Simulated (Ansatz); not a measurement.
Mulliken charges of CH₄AlClS (`C[S][AlH][Cl]`) from r2SCAN/def2-TZVPP in Ansatz (PBE0-D4/def2-TZVP geometry).

```tsv
atom	x (Å)	y (Å)	z (Å)	charge (e)
C1	-1.004	0.825	-0.567	-0.122
S2	-0.818	-0.961	-0.245	-0.223
Al3	1.155	-0.986	0.630	0.497
Cl4	1.941	-2.830	1.226	-0.257
H5	-0.124	1.390	-0.259	0.083
H6	-1.163	0.971	-1.635	0.087
H7	-1.871	1.190	-0.018	0.087
H8	1.976	0.344	0.813	-0.152
```

Q: By hand: the dipole of these point charges (1 e Å = 4.8032 D).

A: Σ q r = (-0.195, 0.602, -0.167) e Å, of length 0.654 e Å = 3.14 D.

Q: How does the dipole of the full density compare? (An estimate is asked.)

A: Ansatz gave: (-0.104, 0.507, -0.114) e Å, 2.55 D; the point charges give 1.23 times that, at 7° from its direction.

Point charges leave out the atoms' own dipoles, such as those of lone pairs, and Mulliken's split depends on the basis, so the two needn't agree.
